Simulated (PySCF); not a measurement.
As: electron affinity

As⁻ [Ar] 3d10 4s2 4p4 (3P) → As [Ar] 3d10 4s2 4p3 (4S), as a difference of total energies. All numbers are calculated (PySCF 2.14, the spin-free X2C one-electron Hamiltonian (Gaussian nucleus), in x2c-TZVPPall with one added diffuse shell each of s, p, d type (7s6p5d1f, 57 functions)). Correlated levels: valence: [Ar] 3d10 frozen. The calculations carry no spin-orbit coupling.

```
           method  electron affinity (eV)
              UHF                  -0.292
    MP2 (valence)                   0.410
SCS-MP2 (valence)                   0.466
   CCSD (valence)                   0.498
CCSD(T) (valence)                   0.549
```

A first-order spin-orbit estimate (lowest level to lowest level, LS coupling) adds 0.067 eV.

Errors of the correlated levels include the incompleteness of this basis and the frozen core.

A negative affinity means that the anion lies above the atom at that level of theory.

For comparison: 0.804 eV (measured; photodetachment measurements, as compiled on the Wikipedia data page of electron affinities).
